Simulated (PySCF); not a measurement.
Working out the electron affinity of Sn

Sn⁻ [Kr] 4d10 5s2 5p3 (4S) → Sn [Kr] 4d10 5s2 5p2 (3P). Calculation: PySCF 2.14, in aug-cc-pVDZ-PP with ECP28MDF (5s4p3d, 32 functions); scalar relativity through the core potential. Frozen: 4s2 4p6 4d10. Energies in hartree (1 hartree = 27.21139 eV):

```csv
part,Sn⁻ (lower),Sn (upper)
UHF,-213.371032,-213.335453
CCSD correlation,-0.061109,-0.049609
(T),-0.001509,-0.000773
```

What does Hartree-Fock give?

(-213.335453) − (-213.371032) = 0.035579 hartree = 0.968 eV.

What do CCSD and CCSD(T) give?

The CCSD correlation energies differ by 0.011500 hartree = 0.313 eV and the triples by 0.000736 hartree = 0.020 eV, so CCSD gives 1.281 eV and CCSD(T) 1.301 eV.

Reference: 1.112 eV (measured; photodetachment measurements, as compiled on the Wikipedia data page of electron affinities), between the lowest levels; spin-orbit coupling is absent from the calculation.

A double-zeta basis recovers only part of the correlation energy.

What remains against the reference includes basis incompleteness, the frozen core and higher excitations.
